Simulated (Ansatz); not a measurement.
`OCB1C=C1` + HCl → `ClB1C=C1` + CH₃OH at 700 K and 1 bar (ligand exchange at a B–C bond).

Program: Ansatz. Geometries: PBE0-D4/def2-TZVP. ΔE: electronic, gas phase. CBS: MP2 limit from def2 TZ/QZ plus the TZ coupled-cluster correction, frozen cores. This one scheme is used for every species. Each species was taken in one conformer, which may not be the lowest.

```
   species  CCSD(T)/CBS energy (Eh)  H − E (kJ/mol)  S (J/(mol·K))
`OCB1C=C1`               -217.06592           267.7          421.0
       HCl               -460.38127            38.4          211.8
`ClB1C=C1`               -561.85804           138.5          340.5
     CH₃OH               -115.61712           170.8          288.5
```

H − E and S are ideal-gas, rigid-rotor, harmonic terms from PBE0-D4/def2-TZVP, for one conformer and one mirror image of each species. 1 Eh = 2625.50 kJ/mol, R = 8.31446 J/(mol·K).

By hand: ΔE, ΔH, ΔS and ΔG.

ΔE = (-561.85804) + (-115.61712) − (-217.06592) − (-460.38127) = -0.02797 Eh = -73.4 kJ/mol. Δ(H − E) = 138.5 + 170.8 − 267.7 − 38.4 = 3.2, so ΔH = -70.2 kJ/mol. ΔS = 340.5 + 288.5 − 421.0 − 211.8 = -3.8 J/(mol·K). ΔG = -70.2 − 700 × (-3.8)/1000 = -67.5 kJ/mol.

By hand: the equilibrium constant, and the temperature at which ΔG would vanish if ΔH and ΔS stayed fixed.

log₁₀ K = −ΔG/(RT ln 10) = 5.0. ΔG = 0 at ΔH/ΔS = 18474 K, far beyond where these terms or the molecules hold.

The number of gas molecules stays the same, so ΔS is small and ΔH decides. A doubt of 5 kJ/mol in ΔE shifts log₁₀ K by 0.4 here. Other conformers and mirror images would add mixing entropy, several J/(mol·K) or more a flexible species. These are equilibria of isolated gas molecules and say nothing of rates. Largest T1 diagnostic: 0.010 (customary marks: 0.02 for closed shells, 0.045 for open ones).
